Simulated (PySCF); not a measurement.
SMILES C#Cc1ccc(N)cc1 (GFN2-xTB optimised geometry):

```
16

C      1.984    -2.890    -0.006
C      1.376    -1.854    -0.004
C      0.659    -0.635     0.000
C     -0.736    -0.635     0.000
C     -1.435     0.552     0.000
C     -0.760     1.775     0.002
N     -1.459     2.962     0.074
C      0.636     1.772     0.001
C      1.336     0.585     0.001
H      2.516    -3.794    -0.008
H     -1.267    -1.576    -0.003
H     -2.516     0.546     0.000
H     -0.964     3.794    -0.202
H     -2.426     2.933    -0.204
H      1.166     2.714     0.002
H      2.416     0.592    -0.001
```

Method: PBE/def2-TZVP run with PySCF.

Task: What are the frontier orbital energies and the dipole moment?

Result: HOMO-2 -6.47 eV, HOMO-1 -6.40 eV, HOMO -4.89 eV, LUMO -1.27 eV, LUMO+1 -1.16 eV; dipole moment 3.16 D.

Meta-Löwdin charges at PBE/def2-TZVP: C1 -0.24, C2 -0.03, C3 -0.03, C4 -0.10, C5 -0.17, C6 0.12, N7 -0.42, C8 -0.17, C9 -0.10, H10 0.17, H11 0.13, H12 0.12, H13 0.24, H14 0.24, H15 0.12, H16 0.13.
